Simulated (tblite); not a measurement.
Species: C₄H₆N₃OSi (doublet state).
Numbering: `[H]/[N:1]=[C:2]/[c:3]1[cH:4][c:5]([SiH2:6][NH2:7])[o:8][n:9]1` (hydrogens: H10 on N1; H11 on C4; H12, H13 on Si6; H14, H15 on N7)

Structure used (GFN2-xTB), in Å, numbered top down from 1:
```xyz
15
C4H6N3OSi angstrom
N      4.014   -0.915   -0.417
C      2.995   -0.264   -0.524
C      1.685    0.012   -0.707
C      0.661   -0.064    0.308
C     -0.463    0.387   -0.305
Si    -2.232    0.643    0.275
N     -2.432   -0.548    1.500
O     -0.172    0.729   -1.574
N      1.149    0.510   -1.837
H      4.899   -0.515   -0.121
H      0.778   -0.412    1.312
H     -2.376    1.933    0.949
H     -3.095    0.557   -0.909
H     -3.280   -0.549    2.044
H     -2.134   -1.496    1.330
```

Level: GFN2-xTB in tblite, geometry and Hessian alike; calculated harmonic values, unscaled, isolated species. This tight-binding method is rough: wavenumbers can miss measured ones by several per cent, in bad cases by 10 to 20. Modes of hydrogen on silicon can be 10 to 20 % off. One conformer, not necessarily the lowest. Open shells enter through the occupations alone, without spin polarisation, and single modes of such species can be off by tens of per cent.

Harmonic wavenumbers (cm⁻¹): 25.5, 77.1, 99.5, 149.0, 177.6, 217.1, 258.3, 297.3, 405.4, 464.4, 501.3, 528.2, 553.4, 582.0, 615.6, 623.5, 632.4, 706.1, 782.5, 789.7, 827.6, 904.9, 960.6, 963.4, 1019.6, 1031.7, 1065.0, 1182.5, 1281.6, 1364.8, 1518.1, 1532.5, 2101.4, 2219.2, 2264.8, 3197.1, 3274.1, 3472.4, 3510.5.

A = 3761, B = 699.4, C = 602.5 MHz; mass 140.028 u (most abundant isotopes); point group C1, symmetry number 1; spin multiplicity 2.

Task: Zero-point energy?

Result: Half the sum of the wavenumbers: 21089 cm⁻¹ = 252.28 kJ/mol.

Task: Entropy at 298.15 K, 1 bar (ideal gas, RRHO, classical rotation)?

Result: Translation 170.49, rotation 124.25, vibration 127.76, spin (R ln 2) 5.76: S = 428.3 J/(mol K).

Task: And Cp and H(298.15 K) − H(0)?

Result: Cp = 163.17 J/(mol K), of which vibrations give 129.92 (their classical limit is 39 R = 324.3); H(298.15 K) − H(0) = 29.57 kJ/mol without the zero-point energy, 19.66 from vibrations.

Task: What must be added to the electronic energy to get the Gibbs energy at 298.15 K and 1 bar?

Result: ZPE + [H(298.15 K) − H(0)] − T·S = 252.28 + 29.57 − 127.69 = 154.16 kJ/mol.

Task: Which modes carry the vibrational entropy at 298.15 K?

Result: 25.5 cm⁻¹: 25.74; 77.1 cm⁻¹: 16.58; 99.5 cm⁻¹: 14.49; 149.0 cm⁻¹: 11.23; 177.6 cm⁻¹: 9.85; 217.1 cm⁻¹: 8.30 J/(mol K); the other 33 give 41.57 together.

Task: Blend soft modes into free rotors: weight 1/[1 + (100 cm⁻¹/ν̃)⁴] for the oscillator and the rest for a rotor with moment μB/(μ + B), μ = h/(8π²ν), B = 10⁻⁴⁴ kg m². What vibrational entropy results?

Result: 115.68 J/(mol K) in place of 127.76, which changes −T·S at 298.15 K by +3.60 kJ/mol.

Hindered rotation and anharmonicity are outside this model. Other conformers, if any are populated, would add a mixing term that is left out. The structure is chiral; the term R ln 2 for an equal mix with its mirror image is left out.
